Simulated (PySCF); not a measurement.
C5H14SSi.
Cartesian coordinates in Å at the PBE0-D3(BJ)/def2-SVP level; atoms count from 1:
```
atom  x, y, z in Å
C1    -2.580    1.274   -0.222
C2    -2.404   -0.190    0.143
C3    -0.985   -0.720   -0.034
C4    -0.895   -2.225    0.149
S5     0.132    0.136    1.173
Si6    1.910    0.289   -0.010
C7     3.223    1.121    1.034
H8    -3.619    1.601   -0.069
H9    -2.324    1.453   -1.279
H10   -1.925    1.911    0.391
H11   -2.719   -0.366    1.187
H12   -3.067   -0.813   -0.483
H13   -0.638   -0.448   -1.047
H14   -1.217   -2.512    1.162
H15   -1.546   -2.740   -0.577
H16    0.134   -2.587    0.006
H17    2.367   -1.069   -0.449
H18    1.626    1.080   -1.250
H19    4.164    1.203    0.469
H20    3.418    0.538    1.947
H21    2.906    2.132    1.329
```

All values: B3LYP/def2-SVPD (PySCF, non-relativistic), on one gas-phase PBE0-D3(BJ)/def2-SVP geometry that isn't relaxed in the solvent. The solvent is an IEF-PCM continuum (cavity from Bondi-type radii × 1.2), and excitations are vertical TDDFT with non-equilibrium linear response and a frozen core. Specific hydrogen bonds and non-electrostatic terms are outside this model.

Gas-phase singlets (H = HOMO, L = LUMO):

```
state  E (eV)  λ (nm)      f           leading configurations
   S1   5.251     236  0.002                          H→L 96%
   S2   5.926     209  0.022                        H→L+1 94%
   S3   6.327     196  0.009                        H→L+2 97%
   S4   6.476     191  0.003             H→L+4 73%, H→L+3 19%
   S5   6.666     186  0.018  H→L+3 70%, H→L+5 15%, H→L+4 11%
```

How does the list change in dichloromethane (ε = 8.93)?

```csv
state,E (eV),λ (nm),f,leading configurations,change by rank (eV)
S1,5.360,231,0.003,H→L 96%,+0.109
S2,6.008,206,0.038,H→L+1 96%,+0.082
S3,6.456,192,0.006,H→L+2 94%,+0.129
S4,6.641,187,0.006,"H→L+4 64%, H→L+3 29%",+0.165
S5,6.807,182,0.031,"H→L+3 61%, H→L+4 25%, H→L+5 9%",+0.141
```

The ground-state energy changes by -0.097 eV from gas to dichloromethane. By how much does the total energy of gas-phase S1 change?

E(S1) = E(S0) + excitation energy, so it changes by -0.097 + 0.109 = +0.012 eV: it isn't lowered at all, while the ground state is. This is the vertical state, with the slow part of the continuum still set for S0.

How do the frontier levels move from gas to dichloromethane?

```
orbital  gas (eV)  solvent (eV)  change (eV)
 LUMO+2      0.68          0.75        +0.07
 LUMO+1      0.34          0.40        +0.06
   LUMO     -0.12         -0.05        +0.07
   HOMO     -6.47         -6.55        -0.08
 HOMO-1     -8.14         -8.16        -0.02
 HOMO-2     -8.64         -8.53        +0.11
 HOMO-3     -9.19         -9.08        +0.11
```

The HOMO–LUMO gap goes from 6.36 to 6.50 eV.
